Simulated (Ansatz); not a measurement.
Ideal-gas functions of CH₄SiTe (`C1[SiH2][Te]1`) at 600 K and 1 bar, from an Ansatz frequency run at PBE0-D4/def2-TZVP.

Molar mass 171.73 g/mol, point group Cs (symmetry number 1), electronic degeneracy 1, moments of inertia 39.433, 173.352, 203.316 u Å². Harmonic wavenumbers (cm⁻¹, unscaled): 359, 434, 508, 513, 663, 761, 765, 876, 919, 949, 1395, 2247, 2266, 3145, 3235.

Use S(trans) = R[1.5 ln M + 2.5 ln T − 1.1517]; rotational temperatures θ = 24.2544 K / I; S(rot) = R[ln(√π/σ · √(T³/θAθBθC)) + 1.5]; for each mode x = 1.438777 ν̃/T, S = R[x/(eˣ − 1) − ln(1 − e⁻ˣ)] and H = RT x/(eˣ − 1); 1 cm⁻¹ = 0.0119627 kJ/mol; R = 8.31446 J/(mol·K).

**Question.** By hand: the entropy, in J/(mol·K).

**Answer.** Translation 187.6. Rotation: θ = 0.6151, 0.1399, 0.1193 K, giving 116.0. Vibration, mode by mode: 9.81, 8.35, 7.17, 7.10, 5.28, 4.38, 4.35, 3.52, 3.25, 3.07, 1.31, 0.24, 0.23, 0.04, 0.03, in all 58.1. Electronic 0.0. Sum 361.7 J/(mol·K).

**Question.** By hand: H − E and G − E in kJ/mol, counted from the electronic energy.

**Answer.** Zero-point energy ½ × 19035 × 0.0119627 = 113.9; thermal vibration 21.6; translation, rotation and pV give 4 RT = 20.0. H − E = 155.5 kJ/mol, and G − E = 155.5 − 600 × 361.7/1000 = -61.5 kJ/mol.

Vibration gives 16 % of the entropy.
